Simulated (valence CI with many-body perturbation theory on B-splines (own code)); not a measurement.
# E1 line list for Xe41+

Computed by relativistic CI+MBPT: three valence electrons over a frozen Dirac-Fock core [Ne], a basis of 11 s, 11 p, 9 d, 7 f, 5 g, 2 h, 1 i functions for each j, with the one-electron correlation potential Σ1, the two-electron term Σ2, the three-electron term Σ3, Breit, model QED; selected CI, second order for the rest (own B-spline code, finite nucleus).

No measured spectrum was set against this ion. As an estimate, large intervals hold to a few tenths of a per cent, small ones and those within an open d or f shell to about a per cent.

Lines 51 to 100 of 282 in falling wavelength, among levels below 594.65 eV, chosen from the strongest by gf and those to the six lowest levels. Wavelengths and rates use the calculated energies. Electric multipoles are in the length gauge, E1 and E2 with the static RPA response of the core. Weak lines are less certain than strong ones. Lines between different terms over intervals too small for the method are left out, as are lines whose strength nearly cancels. The highest levels of a list are the least certain.

Levels are named by their leading jj configuration (3d3/2^4 stands for four electrons in 3d with j = 3/2), which in mixed levels can hold well under half, so a name can repeat and another be missing. Letters in brackets count levels of one name in rising energy.

| λ vac (nm) | Upper | Lower | A (s⁻¹) | S (a.u.) |
| --- | --- | --- | --- | --- |
| 8.837 | (3s 3p1/2 3d3/2) J=5/2 | (3s 3p1/2 3p3/2) J=5/2 | 4.23e+09 | 8.65e-03 |
| 8.712 | (3s 3p1/2 3d3/2) J=1/2 | (3s 3p1/2 3p3/2) J=3/2 [b] | 3.75e+06 | 2.45e-06 |
| 8.642 | (3s 3p1/2 3d3/2) J=3/2 [b] | (3s 3p1/2 3p3/2) J=3/2 [b] | 5.92e+09 | 7.54e-03 |
| 8.615 | (3s 3p1/2 3d3/2) J=3/2 [a] | (3s 3p1/2 3p3/2) J=3/2 [a] | 9.75e+07 | 1.23e-04 |
| 8.547 | (3s 3p1/2 3d5/2) J=5/2 [a] | (3s 3p1/2 3p3/2) J=3/2 [b] | 5.37e+08 | 9.93e-04 |
| 8.402 | (3s 3d3/2 3d5/2) J=7/2 [b] | (3s 3p3/2 3d3/2) J=5/2 [b] | 1.62e+10 | 3.79e-02 |
| 8.366 | (3s 3d5/2^2) J=9/2 | (3s 3p3/2 3d5/2) J=7/2 [b] | 1.01e+10 | 2.92e-02 |
| 8.209 | (3s 3d3/2 3d5/2) J=7/2 [b] | (3s 3p3/2 3d5/2) J=7/2 [a] | 1.45e+10 | 3.17e-02 |
| 8.186 | (3s 3p1/2 3d3/2) J=5/2 | (3s 3p1/2 3p3/2) J=3/2 [a] | 5.22e+08 | 8.48e-04 |
| 7.993 | (3s^2 3d3/2) J=3/2 | (3s^2 3p3/2) J=3/2 | 1.58e+08 | 1.59e-04 |
| 7.931 | (3s 3p3/2 3d5/2) J=5/2 [a] | (3s 3p3/2^2) J=5/2 | 1.24e+10 | 1.83e-02 |
| 7.852 | (3p1/2 3p3/2 3d5/2) J=5/2 [a] | (3p1/2 3p3/2^2) J=5/2 | 1.43e+10 | 2.06e-02 |
| 7.828 | (3s 3p1/2 3d5/2) J=5/2 [b] | (3s 3p1/2 3p3/2) J=3/2 [b] | 1.71e+10 | 2.43e-02 |
| 7.803 | (3s 3p1/2 3d3/2) J=3/2 [b] | (3s 3p1/2 3p3/2) J=5/2 | 7.67e+07 | 7.20e-05 |
| 7.789 | (3s 3p1/2 3d5/2) J=3/2 | (3s 3p1/2 3p3/2) J=3/2 [b] | 5.12e+09 | 4.78e-03 |
| 7.777 | (3s 3d5/2^2) J=9/2 | (3s 3p3/2 3d5/2) J=7/2 [a] | 5.53e+10 | 1.28e-01 |
| 7.726 | (3s 3p1/2 3d5/2) J=5/2 [a] | (3s 3p1/2 3p3/2) J=5/2 | 9.12e+08 | 1.25e-03 |
| 7.707 | (3s^2 3d5/2) J=5/2 | (3s^2 3p3/2) J=3/2 | 1.17e+10 | 1.58e-02 |
| 7.630 | (3s 3p3/2 3d3/2) J=7/2 | (3s^2 3d5/2) J=5/2 | 1.33e+10 | 2.33e-02 |
| 7.480 | (3p1/2 3p3/2 3d5/2) J=7/2 [b] | (3p1/2 3p3/2^2) J=5/2 | 1.16e+11 | 1.92e-01 |
| 7.478 | (3s 3p3/2 3d5/2) J=7/2 [a] | (3s 3p3/2^2) J=5/2 | 1.66e+10 | 2.74e-02 |
| 7.474 | (3p1/2 3p3/2 3d5/2) J=5/2 [b] | (3p1/2 3p3/2^2) J=3/2 | 1.88e+11 | 2.32e-01 |
| 7.461 | (3s 3d3/2 3d5/2) J=5/2 [b] | (3s 3p3/2 3d5/2) J=3/2 [a] | 1.79e+10 | 2.20e-02 |
| 7.448 | (3p1/2 3p3/2 3d5/2) J=1/2 | (3p1/2 3p3/2^2) J=1/2 | 1.21e+11 | 4.94e-02 |
| 7.446 | (3s 3p1/2 3p3/2) J=3/2 [a] | (3s^2 3p1/2) J=1/2 | 5.57e+08 | 4.54e-04 |
| 7.442 | (3p1/2^2 3d5/2) J=5/2 | (3p1/2^2 3p3/2) J=3/2 | 3.09e+10 | 3.77e-02 |
| 7.440 | (3s 3p1/2 3d5/2) J=7/2 | (3s 3p1/2 3p3/2) J=5/2 | 4.10e+10 | 6.67e-02 |
| 7.437 | (3s 3d3/2 3d5/2) J=7/2 [a] | (3s 3p3/2 3d3/2) J=5/2 [a] | 7.17e+10 | 1.16e-01 |
| 7.414 | (3p1/2 3p3/2 3d3/2) J=7/2 | (3s 3p1/2 3d5/2) J=7/2 | 9.53e+09 | 1.53e-02 |
| 7.362 | (3s 3p3/2 3d5/2) J=1/2 | (3s 3p3/2^2) J=1/2 | 1.42e+11 | 5.59e-02 |
| 7.349 | (3p1/2 3p3/2 3d5/2) J=3/2 [b] | (3p1/2 3p3/2^2) J=1/2 | 4.19e+10 | 3.28e-02 |
| 7.340 | (3s 3p1/2 3d3/2) J=1/2 | (3s 3p1/2 3p3/2) J=3/2 [a] | 3.39e+09 | 1.32e-03 |
| 7.294 | (3p1/2 3p3/2 3d5/2) J=1/2 | (3p1/2 3p3/2^2) J=3/2 | 3.57e+10 | 1.37e-02 |
| 7.291 | (3s 3p1/2 3d3/2) J=3/2 [b] | (3s 3p1/2 3p3/2) J=3/2 [a] | 7.17e+09 | 5.49e-03 |
| 7.277 | (3s 3d3/2 3d5/2) J=9/2 | (3s 3p3/2 3d5/2) J=9/2 | 1.70e+10 | 3.23e-02 |
| 7.249 | (3s 3p3/2 3d5/2) J=5/2 [b] | (3s 3p3/2^2) J=3/2 | 1.96e+11 | 2.21e-01 |
| 7.223 | (3s 3p1/2 3d5/2) J=5/2 [a] | (3s 3p1/2 3p3/2) J=3/2 [a] | 7.91e+10 | 8.83e-02 |
| 7.212 | (3p1/2 3p3/2 3d5/2) J=5/2 [b] | (3p1/2 3p3/2^2) J=5/2 | 3.41e+10 | 3.79e-02 |
| 7.190 | (3s 3d3/2 3d5/2) J=9/2 | (3s 3p3/2 3d3/2) J=7/2 | 1.37e+11 | 2.52e-01 |
| 7.167 | (3s 3d3/2 3d5/2) J=5/2 [a] | (3s 3p3/2 3d3/2) J=3/2 [a] | 8.88e+10 | 9.68e-02 |
| 7.133 | (3s 3p1/2 3d5/2) J=5/2 [b] | (3s 3p1/2 3p3/2) J=5/2 | 4.23e+10 | 4.55e-02 |
| 7.119 | (3s 3p3/2 3d5/2) J=3/2 [b] | (3s 3p3/2^2) J=1/2 | 9.88e+10 | 7.04e-02 |
| 7.104 | (3p1/2 3p3/2 3d5/2) J=7/2 [a] | (3s 3p1/2 3d5/2) J=5/2 [b] | 1.65e+10 | 2.33e-02 |
| 7.101 | (3s 3p1/2 3d5/2) J=3/2 | (3s 3p1/2 3p3/2) J=5/2 | 2.87e+10 | 2.03e-02 |
| 7.081 | (3s 3d3/2 3d5/2) J=3/2 [a] | (3s 3p3/2 3d3/2) J=1/2 [a] | 9.24e+10 | 6.48e-02 |
| 7.041 | (3p1/2 3p3/2 3d3/2) J=5/2 [b] | (3s 3p1/2 3d5/2) J=3/2 | 2.27e+10 | 2.35e-02 |
| 7.009 | (3s 3p3/2 3d5/2) J=3/2 [a] | (3s^2 3d5/2) J=5/2 | 3.95e+10 | 2.68e-02 |
| 7.004 | (3s 3p3/2 3d5/2) J=7/2 [b] | (3s 3p3/2^2) J=5/2 | 2.61e+11 | 3.54e-01 |
| 6.955 | (3p1/2 3p3/2 3d5/2) J=3/2 [b] | (3p1/2 3p3/2^2) J=5/2 | 3.90e+10 | 2.59e-02 |
| 6.930 | (3s 3d3/2 3d5/2) J=7/2 [b] | (3s 3p3/2 3d3/2) J=7/2 | 4.91e+10 | 6.45e-02 |
